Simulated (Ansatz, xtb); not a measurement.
Two structures of C2H10InN

We compare a, `C[NH+](C)[InH3-]`, a singlet, with b, a singlet given by its coordinates. Both are isolated molecules in the gas phase, relaxed with PBE0-D4/def2-SVP.

a (Å):

```xyz
14

C    -0.1162    1.2172   -0.9025
C     0.0373    0.5304    1.4286
In    0.3262   -1.9495   -0.5940
N    -0.4487    0.2044    0.0928
H    -0.5416    0.9349   -1.8753
H    -0.4880    2.2193   -0.6213
H     0.9769    1.2708   -1.0139
H    -1.4618    0.0901    0.1258
H     1.1371    0.5541    1.4184
H    -0.2773   -0.2476    2.1377
H    -0.3297    1.5117    1.7804
H    -0.3175   -2.8376    0.7637
H     2.0207   -1.5320   -0.5971
H    -0.5302   -1.9954   -2.1142
```

b (Å):

```xyz
14

C     0.6078    1.3413    1.0169
C    -0.8707   -1.3597   -1.1329
In    0.7613    0.0337   -0.7260
N     0.1101    1.6928   -2.3616
H     0.9169    0.8022    1.9263
H    -0.4277    1.6834    1.1721
H     1.2585    2.2248    0.9220
H     2.3408   -0.2797   -1.4188
H    -1.8484   -0.9164   -0.8856
H    -0.8849   -1.6733   -2.1886
H    -0.7566   -2.2692   -0.5220
H     0.1413    1.3147   -3.3077
H     0.7283    2.5028   -2.3362
H    -0.8388    2.0267   -2.1967
```

Close contacts (Å): C1–In3 2.18, C2–In3 2.18, In3–N4 2.42, C1–H5 1.10, C1–H6 1.10, C1–H7 1.10, C2–H9 1.10, C2–H10 1.10, C2–H11 1.10, In3–H8 1.75, N4–H12 1.02, N4–H13 1.02, N4–H14 1.02.

Quicker runs give these differences E(b) − E(a): GFN2-xTB +21.2 kcal/mol; HF/STO-3G −12.3 kcal/mol (at GFN2-xTB geometries); r2SCAN-D4/def2-SVP −15.8 kcal/mol (at GFN2-xTB geometries).

Question: Which of the two would you expect CCSD(T)/def2-SVP + ΔMP2/def2-TZVPP electronic energies to favour?

Answer: Structure b; the calculation gives E(b) − E(a) = −22.2 kcal/mol.

Level by level:

```csv
level,geometry,E(b) − E(a) (kcal/mol),departure from the last row (kcal/mol),"job, with rough time for the two"
GFN2-xTB,GFN2-xTB,+21.2,+43.4,"optimisation, 0.21 s"
HF/STO-3G,GFN2-xTB,−12.3,+9.9,"single point, 0.78 s"
r2SCAN-D4/def2-SVP,GFN2-xTB,−15.8,+6.4,"single point, 3.8 s"
PBE0-D4/def2-SVP,PBE0-D4/def2-SVP,−14.2,+7.9,"optimisation, 63 s"
HF/def2-SVP,PBE0-D4/def2-SVP,−12.7,+9.5,part of the CCSD(T) run
MP2/def2-SVP,PBE0-D4/def2-SVP,−17.3,+4.8,part of the CCSD(T) run
CCSD(T)/def2-SVP,PBE0-D4/def2-SVP,−14.6,+7.6,single point
CCSD(T)/def2-SVP + ΔMP2/def2-TZVPP,PBE0-D4/def2-SVP,−22.2,,"single point, 46 s"
```

GFN2-xTB puts the two in the other order. The largest departure from CCSD(T)/def2-SVP + ΔMP2/def2-TZVPP is that of GFN2-xTB, 43.4 kcal/mol. The last row adds to CCSD(T) the change of the MP2 difference between the two basis sets, here −7.6 kcal/mol, a large step that makes the value less sure.

With thermal terms from frequencies at re-optimised GFN2-xTB minima (ideal gas, soft modes damped towards free rotors, one conformer each, 298.15 K, 1 atm): the zero-point term adds −0.2 kcal/mol; ΔH is −20.8 and ΔG −24.7 kcal/mol.

The correlated steps freeze 7 core orbitals; the filled d shell of In is correlated, in a basis made for valence electrons. Atoms past krypton carry core potentials in the def2 sets, other sets are all-electron and non-relativistic, and no spin–orbit term is included. Codes used: Ansatz 0.2.0, xtb 6.7.1; the last row on 2 threads of Arm Neoverse V2 on a shared host.
